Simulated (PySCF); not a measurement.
Species: C8H13F.
Structure used (GFN2-xTB), in Å, numbered top down from 1:
```xyz
22
C8H13F angstrom
F     -0.705   -2.568    0.207
C     -0.336   -1.236    0.062
C      1.178   -1.164   -0.121
C      1.607    0.274   -0.412
C      0.944    1.271    0.540
C     -0.556    0.998    0.686
C     -1.254    0.889   -0.680
C     -1.106   -0.587   -1.094
C     -0.746   -0.400    1.269
H      1.654   -1.530    0.791
H      1.477   -1.822   -0.940
H      1.344    0.527   -1.439
H      2.693    0.352   -0.328
H      1.103    2.285    0.168
H      1.407    1.205    1.527
H     -1.007    1.774    1.308
H     -0.811    1.568   -1.408
H     -2.307    1.153   -0.581
H     -2.078   -1.074   -1.177
H     -0.588   -0.713   -2.043
H     -1.790   -0.590    1.520
H     -0.131   -0.593    2.145
```

Level of theory: PBE0/pcSseg-1 in PySCF (dipole) on a GFN2-xTB geometry, gas phase.

Masses are those of the commonest isotopes; rigid-rotor values at the optimised geometry. 

Task: What are A, B and C (MHz)?

Result: Ia = 207.90, Ib = 296.51, Ic = 357.35 u·Å²; 505379 MHz·u·Å²/I gives A = 2431, B = 1704, C = 1414 MHz.

Task: Classify the top.

Result: An asymmetric top: κ = (2 × 1704 − 2431 − 1414)/(2431 − 1414) = -0.43.

Task: Is it planar, by Δ = Ic − Ia − Ib?

Result: Not planar: Δ = Ic − Ia − Ib = -147.07 u·Å². For a rigid frame Δ = −2 Σ m c², so Σ m c² = 73.53 u·Å² lies off the ab plane: 22.67 from hydrogen and 50.86 from heavier atoms. The atom farthest from that plane is 2.10 Å away.

Task: Where do the levels up to J = 2 lie, in MHz?

Result: Above 0(0,0):
J = 1: 1(0,1) 3119, 1(1,1) 3845, 1(1,0) 4135
J = 2: 2(0,2) 9285, 2(1,2) 9792, 2(1,1) 10663, 2(2,1) 12842, 2(2,0) 12913
The levels of one J sum to (2J + 1)J(J + 1)(A + B + C)/3.

Task: Predict some low-J microwave lines.

Result: The dipole components are |μa| = 2.03 D, |μb| = 0.16 D, |μc| = 0.24 D. Intensities carry the squares of the components, which stand as 1.00 : 0.01 : 0.01 (a : b : c). Some lines, for components of 0.1 D or more:

| type | branch | J(Ka,Kc) | MHz | lower level (cm⁻¹) |
| --- | --- | --- | --- | --- |
| a | Q | 3(2,1) ← 3(2,2) | 331 | 0.740 |
| c | Q | 2(1,2) ← 2(0,2) | 507 | 0.310 |
| c | Q | 1(1,1) ← 1(0,1) | 726 | 0.104 |
| b | Q | 3(1,2) ← 3(0,3) | 2022 | 0.613 |
| b | Q | 2(2,0) ← 2(1,1) | 2250 | 0.356 |
| b | Q | 3(2,2) ← 3(1,3) | 3525 | 0.623 |
| b | Q | 3(3,0) ← 3(2,1) | 4078 | 0.751 |
| b | Q | 3(3,1) ← 3(2,2) | 4398 | 0.740 |
| b | R | 3(0,3) ← 2(1,2) | 8589 | 0.327 |
| c | R | 2(2,1) ← 1(1,1) | 8997 | 0.128 |
| a | R | 3(2,1) ← 2(2,0) | 9616 | 0.431 |
| b | R | 3(2,2) ← 2(1,1) | 11535 | 0.356 |
| b | R | 3(3,1) ← 2(2,0) | 13683 | 0.431 |
| c | R | 3(3,1) ← 2(2,1) | 13754 | 0.428 |

Task: Estimate the classical rotational partition function at 10 K, 50 K and 100 K.

Result: Point group C1, symmetry number σ = 1; q = (√π/σ)·√((kT/h)³/(ABC)), k/h = 20836.6 MHz/K: 2200 at 10 K, 24600 at 50 K, 69600 at 100 K.

Stationary, but not proved a minimum. No vibrational averaging or centrifugal distortion is included, and the geometry carries the error of its method.
